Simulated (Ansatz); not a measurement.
`CC[N](C)[Hf]([F])([F])[F]` + H–F → `[F][Hf]([F])([F])[F]` + ethylmethylamine at 298.15 K and 1 bar (ligand exchange at the Hf–N bond).

Isolated molecules relaxed with PBE0-D4/def2-TZVP in Ansatz; ΔE leaves out vibrations. CCSD(T)/CBS adds triple-zeta CCSD(T) − MP2 to the extrapolated MP2 energy (def2 sets, frozen cores). This one scheme is used for every species. def2 core potentials past Kr. For Hf outer-core shells are correlated without core-valence functions, which leaves a few kJ/mol of doubt a bond. Each species was taken in one conformer, which may not be the lowest.

```
                    species  CCSD(T)/CBS energy (Eh)  H − E (kJ/mol)  S (J/(mol·K))
`CC[N](C)[Hf]([F])([F])[F]`               -521.23827           337.3          470.8
                        H–F               -100.39570            33.5          173.6
     `[F][Hf]([F])([F])[F]`               -447.40567            40.1          328.5
                     `CCNC`               -174.26710           335.0          303.0
```

H − E and S are ideal-gas, rigid-rotor, harmonic terms from PBE0-D4/def2-TZVP, for one conformer and one mirror image of each species. 1 Eh = 2625.50 kJ/mol, R = 8.31446 J/(mol·K).

By hand: ΔE, ΔH, ΔS and ΔG.

ΔE = (-447.40567) + (-174.26710) − (-521.23827) − (-100.39570) = -0.03880 Eh = -101.9 kJ/mol. Δ(H − E) = 40.1 + 335.0 − 337.3 − 33.5 = 4.3, so ΔH = -97.6 kJ/mol. ΔS = 328.5 + 303.0 − 470.8 − 173.6 = -12.9 J/(mol·K). ΔG = -97.6 − 298.15 × (-12.9)/1000 = -93.8 kJ/mol.

By hand: the equilibrium constant, and the temperature at which ΔG would vanish if ΔH and ΔS stayed fixed.

log₁₀ K = −ΔG/(RT ln 10) = 16.4. ΔG = 0 at ΔH/ΔS = 7566 K, far beyond where these terms or the molecules hold.

The number of gas molecules stays the same, so ΔS is small and ΔH decides. A doubt of 5 kJ/mol in ΔE shifts log₁₀ K by 0.9 here. Other conformers and mirror images would add mixing entropy, several J/(mol·K) or more a flexible species. Modes under 60 cm⁻¹, often nearly free rotors, make the harmonic entropy too high. These are equilibria of isolated gas molecules and say nothing of rates. Largest T1 diagnostic: 0.016 (customary marks: 0.02 for closed shells, 0.045 for open ones).
